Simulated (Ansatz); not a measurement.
C2H10InN, SMILES `C[NH+](C)[InH3-]`, relaxed with RKS PBE-D4/def2-SVP in Ansatz 0.2.0 from a rough embedded geometry. The force threshold is 0.03 eV/Å; the program also tests the step.

The species carries charge 0 and has multiplicity 1. In takes the def2 core potential.

Start:

```xyz
14

C    -0.567   -0.446   -1.275
N     0.183    0.367   -0.348
C     1.470   -0.234   -0.083
In   -0.950    0.457    1.456
H    -1.553    0.073   -1.555
H     0.010   -0.499   -2.304
H    -0.763   -1.473   -0.948
H     0.346    1.277   -0.739
H     1.386   -1.295    0.353
H     2.065    0.347    0.678
H     2.113   -0.321   -0.989
H    -0.002    1.497    2.639
H    -1.236   -1.091    2.060
H    -2.501    1.341    1.055
```

```json
{"step": "1", "energy (eV)": "-8891.5358", "largest force (eV/Å)": "3.727", "largest move (Å)": "0.000"}
{"step": "2", "energy (eV)": "-8892.2756", "largest force (eV/Å)": "0.905", "largest move (Å)": "0.195"}
{"step": "3", "energy (eV)": "-8892.3227", "largest force (eV/Å)": "0.344", "largest move (Å)": "0.200"}
{"step": "4", "energy (eV)": "-8892.3693", "largest force (eV/Å)": "0.264", "largest move (Å)": "0.173"}
{"step": "5", "energy (eV)": "-8892.3730", "largest force (eV/Å)": "0.113", "largest move (Å)": "0.059"}
{"step": "6", "energy (eV)": "-8892.3750", "largest force (eV/Å)": "0.009", "largest move (Å)": "0.030"}
```

End:

```xyz
14

C    -0.568   -0.430   -1.359
N     0.188    0.317   -0.344
C     1.513   -0.255   -0.071
In   -1.095    0.544    1.690
H    -1.532    0.077   -1.552
H    -0.008   -0.532   -2.316
H    -0.788   -1.446   -0.973
H     0.302    1.290   -0.661
H     1.390   -1.264    0.373
H     2.047    0.377    0.665
H     2.133   -0.351   -0.992
H     0.085    1.510    2.563
H    -1.187   -1.180    2.017
H    -2.479    1.342    0.961
```

Run time 11 s (4 threads of an Arm Neoverse V1 on a shared host); peak host memory 0.17 GiB.
